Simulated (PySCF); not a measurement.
Si(Cl)(Me)(SiH3)2 (CH9ClSi3), SMILES C[Si]([SiH3])([SiH3])Cl.

Geometry: PBE0-D3(BJ)/def2-SVP.

These are M06-2X/def2-TZVP (PySCF) values and carry that method's errors.

Symmetry labels are those of the subgroup Cs that the program uses (full group Cs).

### Question
List the valence orbital energies around the gap with their symmetry. (The exact figures need the calculation; the answer reports its results.)

### Answer

```tsv
orbital	symmetry	energy (eV)
HOMO−7	A'	-11.42
HOMO−6	A"	-11.35
HOMO−5	A"	-11.09
HOMO−4	A'	-11.04
HOMO−3	A'	-10.82
HOMO−2	A"	-10.76
HOMO−1	A'	-9.45
HOMO	A"	-8.57
LUMO	A'	0.19
LUMO+1	A'	0.41
LUMO+2	A'	1.08
LUMO+3	A"	1.46
```
